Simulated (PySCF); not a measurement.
SMILES [CH3][GeH2][CH3] (C2H8Ge), B3LYP/def2-SVP optimised geometry.

```
11

Ge     0.10    -0.84     0.00
C     -0.55     1.02     0.00
C     -0.55    -1.82    -1.58
H     -0.37    -1.56     1.29
H      1.65    -0.84     0.00
H     -0.21     1.55    -0.90
H     -0.18     1.56     0.88
H     -1.65     1.03     0.02
H     -0.18    -2.86    -1.57
H     -0.21    -1.33    -2.50
H     -1.65    -1.84    -1.59
```

Density from B3LYP/def2-TZVP (PySCF) at that geometry.

Minimum of the electron density along straight lines between bonded atoms, close to the bond critical point (lines longer than 1.1 times the sum of covalent radii, or with two minima, are not listed):

```tsv
bond	length / Å	ρ at the minimum / e bohr⁻³	∇²ρ there / e bohr⁻⁵	position (fraction from the first atom)
Ge1–C2	1.971	0.124	0.08	0.47
Ge1–C3	1.971	0.124	0.08	0.47
Ge1–H4	1.549	0.130	0.07	0.59
Ge1–H5	1.549	0.130	0.07	0.59
C2–H6	1.101	0.269	-0.89	0.64
C2–H7	1.101	0.270	-0.89	0.64
C2–H8	1.101	0.269	-0.89	0.64
C3–H9	1.101	0.270	-0.89	0.64
C3–H10	1.101	0.269	-0.89	0.64
C3–H11	1.101	0.269	-0.89	0.64
```
